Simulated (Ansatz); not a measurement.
Consider the redistribution: `C[SiH2]SS` + `S[CH2][SbH2]` → `SC[SiH2]SS` + `[CH3][SbH2]`.

Isolated molecules relaxed with PBE0-D4/def2-TZVP in Ansatz; ΔE leaves out vibrations. CCSD(T)/CBS is the MP2 limit (def2-TZVPP, def2-QZVPP) plus CCSD(T) − MP2 in def2-TZVPP, frozen cores. Functionals use def2-TZVPP. B3LYP here is the variant with VWN-RPA as its local correlation; programs differ in this. def2 core potentials past Kr. For Sb outer-core shells are correlated without core-valence functions, which leaves a few kJ/mol of doubt a bond. Each species was taken in one conformer, which may not be the lowest.

`C[SiH2]SS`:

Cartesian coordinates in Å:
```
C -0.890 -0.159 1.158
Si -0.365 -0.598 -0.572
S 0.300 1.122 -1.680
S 1.881 1.663 -0.467
H -1.724 0.545 1.143
H -1.201 -1.058 1.697
H -0.060 0.297 1.702
H 0.731 -1.602 -0.556
H -1.505 -1.119 -1.375
H 2.833 0.909 -1.049
```

`S[CH2][SbH2]`:

```xyz
8

S    -1.077   -1.037    1.218
C     0.092    0.122    0.490
Sb    0.743   -0.683   -1.428
H    -1.340   -0.359    2.349
H     0.984    0.224    1.108
H    -0.360    1.098    0.323
H     1.600    0.750   -1.807
H    -0.643   -0.115   -2.252
```

`SC[SiH2]SS`:

Cartesian coordinates in Å:
```
S 2.394 -1.153 -0.577
C 1.226 -0.383 0.571
Si -0.407 -0.109 -0.321
S -1.618 1.092 0.983
S -3.302 1.102 -0.211
H 3.338 -1.484 0.319
H 1.616 0.568 0.940
H 1.039 -1.043 1.421
H -0.192 0.616 -1.599
H -1.086 -1.399 -0.584
H -3.006 2.193 -0.942
```

`[CH3][SbH2]`:

Z-matrix (Å, degrees):
```
C
Sb 1 2.162
H 1 1.088 2 111.0
H 1 1.090 2 108.7 3 120.8
H 1 1.090 2 108.7 3 -120.8
H 2 1.711 1 94.2 3 -45.5
H 2 1.711 1 94.2 3 46.1
```

```
             level  ΔE (kJ/mol)  difference from CCSD(T)/CBS
         r2SCAN-D4          7.4                         -0.3
          B3LYP-D4          7.8                          0.1
           ωB97M-V          6.6                         -1.1
            B2PLYP          6.8                         -0.9
               PBE          7.0                         -0.7
            r2SCAN          7.4                         -0.3
              PBE0          6.4                         -1.3
             B3LYP          6.2                         -1.5
     HF/def2-TZVPP          3.7                         -4.0
SCS-MP2/def2-TZVPP          7.2                         -0.5
CCSD(T)/def2-TZVPP          6.2                         -1.5
     HF/def2-QZVPP          3.8                         -3.9
    MP2/def2-QZVPP          9.1                          1.4
SCS-MP2/def2-QZVPP          8.0                          0.3
      HF/CBS(def2)          3.9                         -3.8
     MP2/CBS(def2)          9.7                          2.0
       CCSD(T)/CBS          7.7                            0
```

Largest T1 diagnostic among the species: 0.013.
